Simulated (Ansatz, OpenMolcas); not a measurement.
## SiSe (SMILES [Si][Se]): the vertical ionisation energy from total energies

SiSe: 2 atoms, total charge 0, spin state singlet. As SMILES, `[Si][Se]`. The coordinates come from a PBE0-D4/def2-TZVP relaxation.

```xyz
2

Si    0.0000    0.0000    0.0314
Se    0.0000    0.0000    2.0931
```

Both states at this one shape; open shells run unrestricted unless said. 1 Eh = 27.2114 eV.

| level | program | singlet SiSe (Eh) | doublet SiSe+ (Eh) |
| --- | --- | --- | --- |
| SVWN5/aug-cc-pVTZ | Ansatz | -2686.561152 | -2686.188093 |
| M06-L/aug-cc-pVTZ | OpenMolcas | -2691.023067 | -2690.662363 |
| CCSD(T)/aug-cc-pVTZ, 14 core orbitals frozen | Ansatz | -2689.193422 | -2688.820555 |

Problem. Work out the vertical ionisation energy at each level.

Solution. 
1. SVWN5/aug-cc-pVTZ: -2686.188093 − (-2686.561152) = 0.373059 Eh = 10.15 eV.
2. M06-L/aug-cc-pVTZ: -2690.662363 − (-2691.023067) = 0.360704 Eh = 9.82 eV.
3. CCSD(T)/aug-cc-pVTZ: -2688.820555 − (-2689.193422) = 0.372867 Eh = 10.15 eV.

No measured value is set beside it here; the levels span 9.82 to 10.15 eV. Spin-orbit coupling, which splits open shells on such heavy atoms by tenths of an eV, is left out. All-electron rows are non-relativistic unless named. The second state is spin-contaminated at CCSD(T)/aug-cc-pVTZ (⟨S²⟩ = 0.84).
